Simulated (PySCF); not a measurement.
C₆H₆FN.
Atom-mapped SMILES: `[NH2:1][c:2]1[cH:3][cH:4][cH:5][cH:6][c:7]1[F:8]`

Structure used (PBE0-D3(BJ)/def2-SVP), in Å, numbered top down from 1:
```xyz
14
C6H6FN angstrom
N     -1.9041    0.6700    1.1071
C     -0.7620    0.2374    0.4711
C     -0.0445   -0.9017    0.8640
C      1.1348   -1.2665    0.2174
C      1.6327   -0.5069   -0.8389
C      0.9323    0.6295   -1.2495
C     -0.2357    0.9798   -0.5989
F     -0.9273    2.0638   -0.9904
H     -2.4727    1.3244    0.5860
H     -2.4331   -0.0290    1.6102
H     -0.4237   -1.5023    1.6950
H      1.6697   -2.1596    0.5485
H      2.5563   -0.7927   -1.3453
H      1.2773    1.2538   -2.0761
```

Definitions: NICS(0) = −σiso at the ring centroid; NICS(1) = −σiso and NICS(1)zz = −σzz at ±1 Å along the ring normal z. Level: GIAO PBE0/pcSseg-1 (PySCF, non-relativistic, gas phase) on the PBE0-D3(BJ)/def2-SVP geometry, one conformer.

Ring bond lengths (Å), with Mayer bond orders in brackets: C2–C3 1.402 (1.34), C3–C4 1.394 (1.46), C4–C5 1.393 (1.44), C5–C6 1.397 (1.39), C6–C7 1.382 (1.49), C7–C2 1.405 (1.29).

Task: What do the NICS probes read (ppm)?

Result: 
```tsv
ring	type	NICS(0)	NICS(1), two faces	NICS(1)zz, two faces	rms pucker (Å)	centre to ring atoms, mean (Å)
C2–C3–C4–C5–C6–C7	6-membered carbocycle; formal bonds all aromatic	-10.4	-10.6 / -10.8	-25.0 / -25.4	0.00	1.40
```

Task: What can be read from them?

Result: 
- C2–C3–C4–C5–C6–C7: mean NICS(1)zz -25.2 ppm, shielded. For a flat ring without four-coordinate atoms the NICS criterion counts such a value as aromatic.

Task: And the bond-length index? HOMA = 1 − mean of α(R − Ropt)² over the ring bonds, with Krygowski's 1993 parameters (CC: Ropt 1.388 Å, α 257.7 Å⁻²).

Result: 
- C2–C3–C4–C5–C6–C7: HOMA 0.97 = 1 − EN − GEO, with mean bond length 1.395 Å, EN = α(Ropt − mean)² = 0.014 and GEO = α × variance = 0.014. The geometric and the magnetic index point the same way.

Task: How shielded are the nuclei of the rings and their hydrogens (means over atoms taken as equivalent)?

Result: 
```tsv
atoms	environment	σ isotropic (ppm)	principal values of the symmetric part, first atom (ppm)
C2	aromatic carbon bearing nitrogen	44.3	-25.6, 8.9, 149.6
C3	aromatic CH carbon	66.2	-20.5, 58.5, 160.8
C4	aromatic CH carbon	54.7	-54.1, 43.6, 174.5
C5	aromatic CH carbon	63.2	-35.9, 53.2, 172.2
C6	aromatic CH carbon	64.2	-22.4, 49.4, 165.6
C7	aromatic C–F carbon	27.5	-38.9, 34.7, 86.7
H11	aromatic hydrogen	24.59	20.8, 24.8, 28.2
H12	aromatic hydrogen	24.25	21.0, 25.2, 26.5
H13	aromatic hydrogen	24.59	21.2, 26.1, 26.4
H14	aromatic hydrogen	24.22	20.9, 24.6, 27.1
```
